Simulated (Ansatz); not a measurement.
Reaction (isomerisation): `N[Si]1(F)CCO1` → `O=CNC(F)[SiH3]`

Gas-phase electronic energies from Ansatz, PBE0-D4/def2-TZVP geometries. CBS: MP2 limit from def2 TZ/QZ plus the TZ coupled-cluster correction, frozen cores. DFT in def2-TZVPP. B3LYP here is the variant with VWN-RPA as its local correlation; programs differ in this. One conformer a species, not always the lowest.

```tsv
level	ΔE (eV)	difference from CCSD(T)/CBS
ωB97X-V	4.12	-0.25
B2PLYP	4.13	-0.24
PBE0	4.08	-0.29
B3LYP	3.94	-0.43
MP2/def2-TZVPP	4.46	0.09
SCS-MP2/def2-TZVPP	4.31	-0.06
CCSD/def2-TZVPP	4.31	-0.06
CCSD(T)/def2-TZVPP	4.25	-0.12
HF/CBS(def2)	4.18	-0.19
MP2/CBS(def2)	4.58	0.21
CCSD(T)/CBS	4.37	0
```

Largest T1 diagnostic among the species: 0.015.

In def2-TZVPP, CCSD(T) changes the Hartree–Fock value by +0.12 eV (the triples alone add −0.06 eV) and MP2 by +0.34 eV. From PBE to PBE0 (25 % exact exchange), in def2-TZVPP and without D4, ΔE moves by +0.29 eV.
